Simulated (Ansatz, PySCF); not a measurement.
Species: BH₃S₃, charge 0, singlet. BH3S3 (borotrithioic acid, SMILES SB(S)S).
B3LYP-D3(BJ)/def2-TZVP minimum from Ansatz (a quantum-chemistry and plane-wave program):
```xyz
7

B      0.0084     0.0087    -0.0030
S     -1.6917    -0.6211     0.0157
H     -1.4397    -1.7751     0.6562
S      0.2205     1.6217    -0.7966
H      1.5453     1.7429    -0.6206
S      1.3148    -0.9903     0.7474
H      2.3568    -0.1757     0.5149
```

Atomisation energy term by term, kcal/mol (programs: Ansatz). Open shells are spin-unrestricted; no spin-orbit coupling. Cores are frozen in correlated methods. Rows without X2C or -DK are non-relativistic. CBS(X,Y): correlation extrapolated as X^-3, Hartree-Fock from the larger set. A bracket is a step between two methods taken in the basis named. 'core' is core correlation in cc-pwCVTZ (1s frozen past Ne), 'X2C' scalar relativity in cc-pVTZ-DK, both at CCSD(T). Where a partner has so few electrons that a lower coupled-cluster level is exact, that level stands in.

```csv
term,basis,kcal/mol
Hartree-Fock,cc-pV(Q+d)Z,388.81
CCSD correlation,"CBS(cc-pV(T+d)Z,cc-pV(Q+d)Z)",143.09
(T),"CBS(cc-pV(T+d)Z,cc-pV(Q+d)Z)",13.19
CCSDT(Q) - CCSD(T),cc-pV(D+d)Z,0.67
core correlation,cc-pwCVTZ,2.46
scalar relativity,"X2C, cc-pVTZ-DK",-1.21
minus zero-point energy,"harmonic, PySCF's Hessian at B3LYP-D3(BJ)/def2-TZVP",-20.84
sum: D0,,526.2
```
